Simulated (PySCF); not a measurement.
This PySCF input asks for the NMR shieldings of `C[Si@@H]1C[C@H](C(F)F)C[SiH2]1`, C$_{5}$H$_{12}$F$_{2}$Si$_{2}$; the geometry comes from GFN2-xTB.

```python
import basis_set_exchange as bse
import numpy as np
from pyscf import gto, dft
from pyscf.prop import nmr

atoms = """
C     3.070712    0.110327   -0.383800
Si    1.533311    0.009989    0.730601
C     0.165743   -1.032790   -0.129050
C    -1.201496   -0.499979    0.301567
C    -2.305463   -1.231052   -0.459491
F    -3.537264   -0.869232   -0.014486
F    -2.285466   -0.930599   -1.782505
C    -1.310149    1.012676    0.089980
Si    0.171157    1.876910    0.939502
H     2.849176    0.604819   -1.325124
H     3.862397    0.670731    0.102883
H     3.461819   -0.876704   -0.613043
H     1.918505   -0.687486    1.972681
H     0.236808   -2.095411    0.104674
H     0.246818   -0.943221   -1.214112
H    -1.364884   -0.729470    1.361359
H    -2.235900   -2.327514   -0.373322
H    -1.291869    1.214813   -0.982745
H    -2.274399    1.362067    0.458644
H    -0.205657    2.262701    2.304999
H     0.487181    3.115369    0.219721
"""
names = dict.fromkeys(["C", "Si", "F", "H"], "pcSseg-1")
basis = {el: gto.basis.parse(bse.get_basis(n, elements=[el], fmt="nwchem")) for el, n in names.items()}
mol = gto.M(atom=atoms, basis=basis, charge=0, verbose=0)
mf = dft.RKS(mol, xc="PBE0")
mf.grids.level = 2
mf.grids.alignment = dft.numint.BLKSIZE   # the property module wants whole blocks of grid points
mf.conv_tol = 1e-9
mf.kernel()

calc = nmr.RKS(mf)   # GIAO
C = mf.mo_coeff
Co = C[:, mf.mo_occ > 0]
resp = mf.gen_response(singlet=True, hermi=2)
def vind(x):   # induced exchange potential for any number of trial vectors
    d = np.einsum("pi,xij,qj->xpq", C, 2 * x.reshape(-1, C.shape[1], Co.shape[1]), Co, optimize=True)
    return np.einsum("xpq,pi,qj->xij", resp(d - d.transpose(0, 2, 1)), C, Co, optimize=True).ravel()
mo1, _ = nmr.rhf.solve_mo1(calc, with_cphf=vind)
sigma = calc.kernel(mo1)
for i, s in enumerate(sigma):   # ppm
    print("%2d %-2s %9.2f" % (i, mol.atom_pure_symbol(i), np.trace(s) / 3))
```

Q: Give the expected output.

A: 
```
 0 C     192.36
 1 Si    383.02
 2 C     167.34
 3 C     141.19
 4 C      62.10
 5 F     307.88
 6 F     334.35
 7 C     178.04
 8 Si    420.16
 9 H      31.58
10 H      31.50
11 H      31.21
12 H      27.32
13 H      30.52
14 H      31.19
15 H      30.13
16 H      25.52
17 H      30.83
18 H      30.15
19 H      27.86
20 H      27.81
```

These numbers come from an equivalent density-fitted implementation of the same equations, which agrees with the script to about 0.01 ppm for H and up to a few tenths of a ppm for heavy atoms, so last digits may differ.

Q: Turn these shieldings into chemical shifts. Shifts are taken against calculated references (same method and geometry level): 13C (σref 186.93) and 29Si (σref 349.16) and 1H (σref 31.72) vs TMS; 19F (σref 170.95) vs CFCl3.

A: Averaging equivalent atoms: C 4: 124.8; C 3: 45.7; C 2: 19.6; C 7: 8.9; C 0: -5.4; Si 1: -33.9; Si 8: -71.0; F 5: -136.9; F 6: -163.4; H 16: 6.20; H 12: 4.40; H 20: 3.91; H 19: 3.85; H 15: 1.59; H 18: 1.57; H 13: 1.20; H 17: 0.88; H 14: 0.52; H 9/10/11: 0.29 ppm. Unscaled 19F shifts against computed CFCl3 carry errors that often reach 10 to 50 ppm.

Size and cost of the density-fitted run: 227 basis functions, 65 s wall time on 1 thread of an x86-64 server CPU, shared host.
